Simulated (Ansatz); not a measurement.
A structure relaxed at PBE-D4/def2-SVP in Ansatz, charge 0, doublet:

```xyz
7

Li   -0.3400   -0.7319   -2.8463
Li   -0.5429   -1.4135    2.5412
Al    1.3446    0.2155    1.5085
Al    1.4630    0.5590   -1.2984
Al   -0.8947    1.5184   -1.1476
Al   -1.0187    1.1747    1.4089
Al   -0.0112   -1.3221   -0.1664
```

(1) Give its formula and point group.

(2) Summarise the bond lengths by kind (pairs closer than 1.2 times the sum of covalent radii, bridged metal pairs left out).

Results:

(1) Li₂Al₅. Point group Cs (tolerance 0.1 Å).

(2) 6 × Al–Li 2.70 to 2.87 Å; 6 × Al–Al 2.55 to 2.83 Å.

The structure comes from a short search, and lower isomers may exist.
